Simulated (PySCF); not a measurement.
Gas-phase reaction: 2 Sb(CH₃)₃ + 3 CO ⇌ 2 Sb + 3 O + 3 C₃H₆ (propylene)

Method: PySCF energies (xtb for GFN2) plus ideal-gas RRHO corrections (1 bar). † marks an energy on the PBE0/def2-TZVP geometry and frequencies; other levels use their own. Open shells (unrestricted): Sb (multiplicity 4), O (multiplicity 3); the rest are closed-shell singlets. GFN2 has no spin-polarisation term. Spin-orbit splitting is ignored; it lowers the true energy and changes the entropy of O. B3LYP is the form with VWN-RPA correlation. Sb: scalar-relativistic def2 core potential, no spin-orbit coupling.

GFN2-xTB gives ΔH°(298 K) = 2112 kJ.

Problem. What do PBE0/def2-TZVP, ωB97X-V/def2-TZVP†, B3LYP/def2-TZVP† give?

Solution. PBE0/def2-TZVP: 1513 kJ; ωB97X-V/def2-TZVP†: 1660 kJ; B3LYP/def2-TZVP†: 1553 kJ. For scale, ΔH°(298 K) is 2112 kJ at this level, 1632 kJ at ωB97M-V/def2-TZVP†, and runs from 753 to 2112 kJ over the 16 levels computed († marks an energy on the PBE0/def2-TZVP geometry).
